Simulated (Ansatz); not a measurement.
`CC(Cl)[CH2][AlH2]` + `C[Si](O)(F)Cl` → `C[Si](F)(Cl)[O][AlH2]` + `CC(C)Cl`  (ligand exchange at the Al–C bond)

Isolated molecules relaxed with PBE0-D4/def2-TZVP in Ansatz; ΔE leaves out vibrations. CBS: MP2 limit from def2 TZ/QZ plus the TZ coupled-cluster correction, frozen cores. Functionals use def2-TZVPP. Each species was taken in one conformer, which may not be the lowest.

CCSD(T)/CBS gives -177.0 kJ/mol.

**Question.** Another level gave -181.9 kJ/mol. Which?
A. B2PLYP/def2-TZVPP
B. PBE-D4/def2-TZVPP
C. r2SCAN/def2-TZVPP
D. PBE0/def2-TZVPP

**Answer.** A. B2PLYP -181.9, PBE0 -167.1, PBE-D4 -159.9, r2SCAN -174.2 kJ/mol.

Largest T1 diagnostic among the species: 0.011.

In def2-TZVPP, CCSD(T) changes the Hartree–Fock value by +21.5 kJ/mol (the triples alone add +3.5 kJ/mol) and MP2 by +20.3 kJ/mol. From PBE to PBE0 (25 % exact exchange), in def2-TZVPP and without D4, ΔE moves by −6.0 kJ/mol.

CCSD(T)/CBS has its own doubt, a few kJ/mol and more with outer-core shells, so smaller differences from it don't rank the levels.
